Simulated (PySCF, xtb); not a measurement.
Te(Br)(SMe) (CH₃BrSTe), SMILES CS[Te]Br.

Coordinates come from a B3LYP-D3(BJ)/def2-SVP optimisation. This is a generated structure with no PubChem entry under its InChIKey; it may be hypothetical. The def2 effective core potentials stand for the cores of Te; spin–orbit coupling is left out. One conformer was computed; it need not be the lowest.

Method: C-PCM-M06-2X/def2-SVP run with PySCF 2.14.0.

The values are the electrostatic part of the solvation free energy, E(continuum) − E(gas) at the gas-phase geometry, in a cavity of scaled van der Waals radii (PySCF's table); cavitation and dispersion terms are not included. In vacuum the orbital gap is 5.77 eV. The dipole moment in vacuum is 2.70 D.

Q: Estimate the values in water (ε = 78.36), dimethylsulfoxide (ε = 46.83), dichloromethane (ε = 8.93). (An estimate is asked for; the answer gives what the named calculation found.)

A: 
| solvent | ε | ΔG(elec) (kcal/mol) | dipole (D) | gap (eV) |
|---|---|---|---|---|
| water | 78.36 | -4.1 | 3.73 | 5.85 |
| dimethylsulfoxide | 46.83 | -4.1 | 3.71 | 5.84 |
| dichloromethane | 8.93 | -3.7 | 3.59 | 5.84 |

For comparison, GFN2-xTB/ALPB(water) (xtb, at the GFN2-xTB geometry, all terms of that model) gives -1.1 kcal/mol.
